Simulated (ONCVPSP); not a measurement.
**What one change does to a pseudopotential (Ga (Z = 31), ONCV)**

ONCVPSP 4.0.1 input, shortened (lines: element, Z, core and valence counts, functional; n l f; lmax; l rc ep ncon nbas qcut; lloc lpopt rc5 dvloc0; l nproj debl; icmod fcfact rcfact), PBE, scalar-relativistic:

```
  Ga 31.00    5    3        4      upf
    1    0    2.00
    2    0    2.00
    2    1    6.00
    3    0    2.00
    3    1    6.00
    3    2   10.00
    4    0    2.00
    4    1    1.00
    2
    0    1.95    0.00    4    7    3.80
    1    1.90    0.00    4    8    3.70
    2    0.95    0.00    4    9   16.30
    4    5    0.90    0.00
    0    1    1.70
    1    2    3.10
    2    2    1.30
    1    0.60    0.00
```

Change: all radii but the core radius scaled by about 0.88 (s 1.72, p 1.68, d 0.84 bohr); local potential polynomial inside 0.80 bohr (lpopt 5, dvloc0 0 Ha).

Cutoffs: the cutoffs (Ha) at which the residual kinetic energy of the hardest occupied pseudo-wave falls to 1 and 0.1 mHa per electron; they do not see the model core or the augmentation charge, which bear on the density cutoff. Errors are all-electron minus pseudo energies relative to the spin-unpolarised reference configuration.

**Question.** What does the change do?

**Answer.** The potential gets harder (107 Ha and 120 Ha → 118 Ha and 135 Ha); both files keep a bound ghost (s); of the 3 tests that both files solve, the error grows in 0 and shrinks in 1 by more than 15 % and 0.3 meV (median size 11.1 → 8.8 meV). A smaller radius makes the pseudo-wave follow the all-electron one further in, where it bends more sharply, so more plane waves are needed.

```tsv
quantity	base	changed
cutoff, loose	107 Ha	118 Ha
cutoff, tight	120 Ha	135 Ha
loose cutoff by channel	s 7.1 Ha, p 4.7 Ha, d 107 Ha	s 7.5 Ha, p 4.5 Ha, d 118 Ha
bound ghosts	s	s
GHOST(+) flags under 300 eV	p at 111.6 eV	p at 82.9 eV
tests with a reliable result	3 of 4	3 of 4
error for 3d10 4s2 4p0, meV [ΔE 5.69 eV]	-1.3	-1.1
error for 3d10 4s1 4p0, meV [ΔE 26.82 eV]	-16	-16
error for 3d10 4s0 4p3, meV [ΔE 13.37 eV]	-11	-8.8
rms error of d²Exc/dni dnj with the model core, mHa	1.17	1.23
```

 A true bound ghost makes a file unfit for plane-wave use even where its test errors are small: the radial tests pick states by their node count and pass the ghost by.
